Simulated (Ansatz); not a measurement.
Reaction (SMILES): [B]=N (B-NH) → N=[B-] (closed-shell singlet) (an electron is taken up)
B3LYP-D3(BJ)/def2-TZVP geometries, fixed; electronic energies without zero-point terms; positive where energy is released.

Basis-set convergence of the adiabatic electron affinity at HF with Ansatz (an electronic-structure program). Cartesian d functions, on some or all atoms, in 6-31G*, 6-31G**; all else is spherical. Open shells are unrestricted. No added dispersion term, no relativity. Functions are those of the species that has most. Reference: the value in aug-pcseg-3, 0.539 eV, itself unsure by roughly 0.002 eV (its mean distance from aug-cc-pVQZ, def2-QZVPPD). Deviations are taken from unrounded values.

```csv
basis,functions
3-21G,20
6-31G,20
pcseg-0,20
6-31G*,32
cc-pVDZ,33
pcseg-1,33
6-31G**,35
6-311G**,42
cc-pVTZ,74
pcseg-2,74
cc-pVQZ,140
pcseg-3,153
cc-pV5Z,237
```

Problem. Which is the smallest set listed that can be trusted to 0.05 eV here, that is, within that of the reference together with its larger relatives (same family, alike in diffuse functions; a set with none to test it counts only in the reference's own line)?

Solution. Of the sets listed that have larger relatives (same family, alike in diffuse functions), none stays within 0.05 eV of the reference together with them. Inside, with no larger relative to test it: pcseg-3, cc-pV5Z. Value minus reference: 3-21G -1.010, 6-31G -1.011, pcseg-0 -0.562, 6-31G* -1.022, cc-pVDZ -0.564, pcseg-1 -0.351, 6-31G** -1.014, 6-311G** -0.421, cc-pVTZ -0.229, pcseg-2 -0.070, cc-pVQZ -0.110, pcseg-3 -0.021, cc-pV5Z -0.041 eV.
